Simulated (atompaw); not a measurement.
# selenium (Se): one change to a PAW (atompaw) potential, before and after

atompaw 4.2.0.5 input, output lines left out:

```
Se 34
GGA-PBE loggrid 1500 logderivrange -5 5 251
4 4 3 0 0 0
4 1 2
0 0 0
c
c
c
v
c
c
v
c
1
1.65 1.65 1.50 1.05
y
-0.25
n
y
-0.65
n
custom polynom2 7 10 vanderbiltortho sinc
bessel
1.65
1.50
1.65
1.65
```

All-electron outer shells of the reference configuration (PBE, non-relativistic, ld1.x):

```
shell  level (eV)  outermost node (bohr)  outermost maximum (bohr)
   4s      -36.92                   0.71                      1.49
   4p      -25.44                   0.74                      1.71
```

Change: augmentation sinc compensation charge, radius 1.65 bohr; PAW radius 1.65 bohr; waves and projectors: custom polynom vanderbiltortho.

Cutoffs: the cutoffs (Ry, on a coarse ladder) from which the occupation-weighted sum of valence levels, in a spherical-Bessel basis at the reference potential, stays within 10 and 1 mRy of its value at 400 Ry; they do not see the model core or the augmentation charge, which bear on the density cutoff.

Problem. What does the change do?

Solution. The potential gets harder (15 Ry and 21 Ry → 21 Ry and 35 Ry); neither file shows a bound ghost.

| quantity | base | changed |
| --- | --- | --- |
| cutoff, loose | 15 Ry | 21 Ry |
| cutoff, tight | 21 Ry | 35 Ry |
| loose cutoff by channel (10 mRy a level) | s 15 Ry, p 8 Ry | s 18 Ry, p 8 Ry |
| bound ghosts | none | none |
| s: phases at 1.66 bohr within 0.05 rad from the reference energy up to (Ry; the scan ends near 5) | to the end of the scan | to the end of the scan |
| p: phases at 1.66 bohr within 0.05 rad from the reference energy up to (Ry; the scan ends near 5) | to the end of the scan | to the end of the scan |
| lowest overlap eigenvalue by channel | s 0.54, p 0.43 | s 0.71, p 0.50 |

 The cutoffs see the waves, projectors and local potential, not the compensation charge or the core.
